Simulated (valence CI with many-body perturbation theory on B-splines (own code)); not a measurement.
E1 transitions of Te²⁰⁺

Level of theory: relativistic CI+MBPT: four valence electrons over a frozen Dirac-Fock core [Ar] 3d10, radial functions for each j: 11 s, 11 p, 10 d, 8 f, 5 g, 2 h, with the one-electron correlation potential Σ1, the two-electron term Σ2, the three-electron term Σ3, Breit, model QED; selected CI, second order for the rest, scaled by the run's own slope (own B-spline code, finite nucleus).

No measured levels were compared; by estimate levels hold to about 250 cm⁻¹ or 0.2 % of their energy and the worst to 1 %, as in measured heavy ions of charge 2 to 7; those with d or f electrons hold less well. Among the levels kept, up to 500 cm⁻¹ of a level comes from second order outside the variational space, and about a tenth of that is noise between levels of different J, which matters for small intervals.

Lines 201 to 250 of 567 in falling wavelength, among levels below 1937100 cm⁻¹, chosen from the strongest by gf and those to the six lowest levels. Wavelengths and rates use the calculated energies, so an error of 1000 cm⁻¹ moves a line at 154.3 Å by 0.15 % and its rate by three times that or more. Electric multipoles are in the length gauge, E1 and E2 with the static RPA response of the core. Weak lines are less certain than strong ones. Lines between different terms over intervals too small for the method are left out, as are lines whose strength nearly cancels. Where a level lies close to another of its J and parity, the split of strength between their lines is uncertain. The highest levels of a list are the least certain.

Names give the largest LS component (configuration and term), which can be under half, so a name can repeat, a term be missing and a line seem to break the LS rules; names also repeat where a configuration has a term twice. Letters in brackets count levels of one name in rising energy.

| λ vac (Å) | Upper | Lower | A (s⁻¹) | S (a.u.) |
| --- | --- | --- | --- | --- |
| 154.3 | 4s 4p2 4f 5G°_5 | 4s 4p2 4d 3F_4 [a] | 6.22e+09 | 1.24e-01 |
| 154.0 | 4s 4p 4d2 3G°_3 | 4s 4p2 4d 3G_4 | 1.18e+10 | 1.49e-01 |
| 153.9 | 4s2 4p 4d 3F°_2 | 4s2 4p2 3P_1 | 4.31e+09 | 3.87e-02 |
| 153.3 | 4s 4p2 4d 3D_3 [f] | 4s2 4p 4d 3F°_3 | 1.30e+10 | 1.62e-01 |
| 152.1 | 4s 4p 4d2 3H°_4 [b] | 4s 4p2 4d 5D_3 | 6.01e+09 | 9.40e-02 |
| 151.9 | 4s 4p2 4d 3S_1 | 4s2 4p 4d 3F°_2 | 2.23e+10 | 1.16e-01 |
| 151.8 | 4p4 3P_1 | 4s 4p3 5S°_2 | 1.34e+08 | 6.93e-04 |
| 151.7 | 4p3 4d 5D°_2 | 4p4 3P_2 | 1.50e+10 | 1.29e-01 |
| 151.5 | 4s 4p2 4d 5D_3 | 4s 4p3 3D°_3 | 2.39e+10 | 2.87e-01 |
| 151.3 | 4s 4p 4d2 5G°_5 | 4s 4p2 4d 5F_5 | 1.52e+10 | 2.86e-01 |
| 151.2 | 4s 4p 4d2 5G°_4 | 4s 4p2 4d 5F_3 [b] | 1.14e+10 | 1.76e-01 |
| 151.1 | 4s 4p2 4d 3F_2 [a] | 4s 4p3 3D°_1 | 2.83e+10 | 2.41e-01 |
| 150.8 | 4s2 4d2 3P_2 | 4s2 4p 4d 1F°_3 | 3.46e+10 | 2.92e-01 |
| 150.7 | 4s 4p2 4d 5P_2 | 4s 4p3 3D°_3 | 1.25e+10 | 1.05e-01 |
| 149.7 | 4s2 4p 4d 1D°_2 | 4s2 4p2 3P_2 | 1.60e+10 | 1.32e-01 |
| 149.5 | 4s 4p2 4d 3D_3 [b] | 4s 4p3 1D°_2 | 2.10e+10 | 2.42e-01 |
| 149.4 | 4p4 1D_2 | 4s 4p3 5S°_2 | 7.79e+08 | 6.41e-03 |
| 149.4 | 4s 4p2 4d 5F_3 [a] | 4s 4p3 5S°_2 | 1.87e+10 | 2.16e-01 |
| 149.4 | 4s2 4p 4f 1F_3 | 4s2 4p 4d 1F°_3 | 4.28e+10 | 4.93e-01 |
| 149.3 | 4s2 4p 4d 3F°_3 | 4s2 4p2 1D_2 | 3.11e+10 | 3.58e-01 |
| 149.2 | 4s 4p3 3S°_1 | 4s2 4p2 3P_0 | 1.80e+10 | 8.86e-02 |
| 149.1 | 4s 4p2 4d 1D_2 [c] | 4s 4p3 1P°_1 | 2.75e+10 | 2.25e-01 |
| 149.1 | 4s 4p2 4d 3F_3 [a] | 4s 4p3 3D°_2 | 1.70e+10 | 1.95e-01 |
| 148.9 | 4s 4p2 4d 3P_2 [a] | 4s 4p3 3D°_2 | 4.58e+10 | 3.74e-01 |
| 148.6 | 4s 4p 4d2 5D°_2 [b] | 4s 4p2 4d 3P_2 [a] | 1.37e+10 | 1.11e-01 |
| 148.5 | 4p3 4d 3D°_1 [b] | 4p4 3P_0 | 3.47e+10 | 1.68e-01 |
| 148.3 | 4s 4p 4d2 5G°_5 | 4s 4p2 4d 5D_4 | 1.37e+10 | 2.43e-01 |
| 148.2 | 4s2 4d2 3F_3 | 4s2 4p 4d 3D°_3 | 1.59e+10 | 1.79e-01 |
| 148.0 | 4s 4p2 4d 3D_1 [b] | 4s 4p3 1D°_2 | 3.41e+10 | 1.64e-01 |
| 148.0 | 4s 4p 4d2 5P°_2 | 4s 4p2 4d 5P_1 | 1.90e+10 | 1.52e-01 |
| 148.0 | 4s 4p2 4f 3G°_3 | 4s 4p2 4d 5D_4 | 1.11e+10 | 1.24e-01 |
| 147.9 | 4p3 4d 3G°_3 | 4p4 3P_2 | 1.91e+10 | 2.13e-01 |
| 147.9 | 4s 4p3 1P°_1 | 4s2 4p2 1D_2 | 1.63e+09 | 7.80e-03 |
| 147.6 | 4s 4p 4d2 3D°_2 | 4s 4p2 4d 3F_2 [b] | 1.73e+10 | 1.37e-01 |
| 147.5 | 4p3 4d 1F°_3 [b] | 4s 4p2 4d 5D_3 | 1.03e+10 | 1.14e-01 |
| 147.5 | 4s 4p2 4f 5D°_4 | 4s 4p2 4d 5F_4 | 2.56e+10 | 3.64e-01 |
| 147.2 | 4s 4p 4d2 3G°_3 | 4s 4p2 4d 3G_3 | 9.97e+09 | 1.10e-01 |
| 146.9 | 4s 4p2 4d 3F_2 [b] | 4s 4p3 3D°_3 | 1.52e+10 | 1.19e-01 |
| 146.9 | 4s2 4p 4f 3G_4 [b] | 4s2 4p 4d 3D°_3 | 1.37e+10 | 1.93e-01 |
| 146.8 | 4p3 4d 1F°_3 [c] | 4s 4p2 4d 5D_3 | 1.01e+10 | 1.10e-01 |
| 146.7 | 4s 4p2 4f 3G°_3 | 4s 4p2 4d 3F_2 [a] | 1.08e+10 | 1.17e-01 |
| 146.6 | 4p3 4d 3D°_3 [b] | 4p4 1D_2 | 1.28e+10 | 1.40e-01 |
| 146.1 | 4s2 4p 4f 3F_4 | 4s2 4p 4d 1F°_3 | 1.98e+10 | 2.74e-01 |
| 146.0 | 4s 4p2 4d 3D_3 [d] | 4s 4p3 3P°_2 | 1.81e+10 | 1.95e-01 |
| 145.9 | 4s2 4p 4d 3D°_3 | 4s2 4p2 3P_2 | 2.57e+10 | 2.76e-01 |
| 145.7 | 4s 4p 4d2 5F°_3 [b] | 4s 4p2 4d 5P_2 | 9.20e+09 | 9.84e-02 |
| 145.6 | 4s2 4p 4d 3P°_1 | 4s2 4p2 3P_2 | 4.55e+10 | 2.08e-01 |
| 145.3 | 4s 4p2 4d 3P_1 [d] | 4s2 4p 4d 3D°_1 | 2.91e+10 | 1.32e-01 |
| 145.2 | 4s2 4p 4f 3F_3 | 4s2 4p 4d 1F°_3 | 2.65e+10 | 2.80e-01 |
| 145.2 | 4s 4p2 4d 3P_1 [c] | 4s 4p3 3S°_1 | 2.76e+10 | 1.25e-01 |
